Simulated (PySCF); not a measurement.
CH₃S (SMILES C[S]), doublet, at a GFN2-xTB geometry. Base run: DF-R2SCAN/6-31G (PySCF).

The PySCF input:
```python
from pyscf import gto, scf, dft

mol = gto.M(
    atom='''
C    -1.104298   -0.033029   -0.002672
S     0.687163    0.020553    0.001663
H    -1.436201   -0.647450   -0.835764
H    -1.446032   -0.462069    0.935869
H    -1.486597    0.978850   -0.110675
''',
    basis='6-31g',
    charge=0,
    spin=1,
    verbose=4,
)

mf = dft.UKS(mol)
mf.xc = 'r2scan'
mf = mf.density_fit(auxbasis='def2-universal-jkfit')
mf.kernel()
mf.analyze()
```

Variants of this job, named by their change:

```tsv
change	basis functions	E (Eh)	HOMO (eV)	dipole (D)	core-seconds (rough)
base	28	-437.95493	-5.42	2.06	10
basis = 3-21G	28	?	-5.42	?	9
basis = def2-SV(P)	38	-437.83678	-5.31	1.73	7
basis = 6-31G**	47	-437.98460	-5.43	1.89	9
basis = pcseg-1	47	-437.97317	-5.59	1.87	7
basis = def2-SVP	47	?	?	?	6
basis = pc-1	47	?	-5.53	?	6
basis = def2-SVPD	71	-437.85329	-5.60	1.82	7
basis = 6-311++G**	73	-438.02101	-5.55	1.89	8
basis = cc-pV(T+d)Z	111	-438.03520	-5.53	1.77	10
basis = def2-TZVPP	115	-438.02999	-5.53	1.78	20
basis = cc-pVQZ	204	-438.04146	-5.57	1.77	20
basis = def2-QZVPP	?	?	?	1.78	30
```

### Question
Complete the blanks.

### Answer

- basis = 3-21G, E (Eh): -435.79074
- basis = 3-21G, dipole (D): 1.99
- basis = def2-SVP, E (Eh): -437.84525
- basis = def2-SVP, HOMO (eV): -5.30
- basis = def2-SVP, dipole (D): 1.74
- basis = pc-1, E (Eh): -437.98799
- basis = pc-1, dipole (D): 1.83
- basis = def2-QZVPP, basis functions: 217
- basis = def2-QZVPP, E (Eh): -438.04524
- basis = def2-QZVPP, HOMO (eV): -5.58

Totals compare only among sets that treat the same electrons; sets with core potentials leave the core out.

Open shells are given as the SCF converged; they aren't shown to be the lowest states, and a large step between rows can be another state.
